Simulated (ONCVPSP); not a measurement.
**Before and after: ONCV potential for Ir (Z = 77)**

iridium, optimised norm-conserving Vanderbilt (ONCV), made with ONCVPSP 4.0.1 (LDA (Perdew-Zunger), scalar-relativistic). Core [Kr] 4d10 4f14, reference 5s2 5p6 5d7 6s1 (charge +1). Waves: 5s+6s: rc 1.90 bohr, ncon 4, nbas 7, qcut 7.6 1/bohr, 2 projectors; 5p: rc 1.40 bohr, ncon 3, nbas 6, qcut 11.5 1/bohr, 2 projectors, debl 1.1 Ha; 5d: rc 2.00 bohr, ncon 4, nbas 9, qcut 7.4 1/bohr, 3 projectors, debl 2.7 Ha; f scattering state at 0.18 Ha: rc 1.55 bohr, ncon 3, nbas 7, qcut 6.5 1/bohr, 2 projectors, debl 2.8 Ha. Local part: polynomial inside 1.40 bohr (lpopt 3, dvloc0 0 Ha). Core correction: Teter function, fcfact 2.5, rcfact 1.25.

In the p channel the program set the typed energies aside and used -2.327, 0.250 Ha.

Change: f: rc 1.4, qcut 7.2, nproj 0; local potential the f channel.

Cutoffs: the cutoffs (Ha) at which the residual kinetic energy of the hardest occupied pseudo-wave falls to 1 and 0.1 mHa per electron; they do not see the model core or the augmentation charge, which bear on the density cutoff. Errors are all-electron minus pseudo energies relative to the spin-unpolarised reference configuration.

Question: Predict the effect on cutoff, ghosts and configuration errors.

Answer: The potential gets neither clearly harder nor softer (40 Ha and 47 Ha → 40 Ha and 47 Ha); the bound ghost in f disappears; the lowest positive-energy flag moves from none to s at 50.5 eV; of the 4 tests that both files solve, the error grows in 1 and shrinks in 0 by more than 15 % and 0.3 meV (median size 11.8 → 11.1 meV); the range in which the s phases agree narrows (upper end at the end of the scan → 0.6). In the separable form a ghost depends on how the local part lies against the semilocal potential of the channel, so the choice of the local part can create or remove one.

| quantity | base | changed |
| --- | --- | --- |
| cutoff, loose | 40 Ha | 40 Ha |
| cutoff, tight | 47 Ha | 47 Ha |
| bound ghosts | f | none |
| GHOST(+) flags under 300 eV | none | s at 50.5 eV |
| error for 5s2 5p6 5d7 6s2, meV [ΔE -10.19 eV] | +2.0 | +2.7 |
| error for 5s2 5p6 5d7 6s0, meV [ΔE 17.85 eV] | -8.7 | -8.3 |
| error for 5s2 5p6 5d6 6s0, meV [ΔE 48.69 eV] | -15 | -14 |
| error for 5s2 5p6 5d5 6s0, meV [ΔE 92.57 eV] | -30 | -28 |
| s: phases at 1.93 bohr within 0.05 rad from the reference energy up to (Ha; the scan ends near 5) | to the end of the scan | 0.6 |
| p: phases at 1.42 bohr within 0.05 rad from the reference energy up to (Ha; the scan ends near 5) | to the end of the scan | 4.4 |
| d: phases at 2.03 bohr within 0.05 rad from the reference energy up to (Ha; the scan ends near 5) | to the end of the scan | to the end of the scan |
| rms error of d²Exc/dni dnj with the model core, mHa | 3.38 | 3.38 |

Base: The cutoffs count occupied waves only; projector 2 of the f channel, the hardest unoccupied one, needs 138 Ha at the loose tolerance. A true bound ghost makes a file unfit for plane-wave use even where its test errors are small: the radial tests pick states by their node count and pass the ghost by.
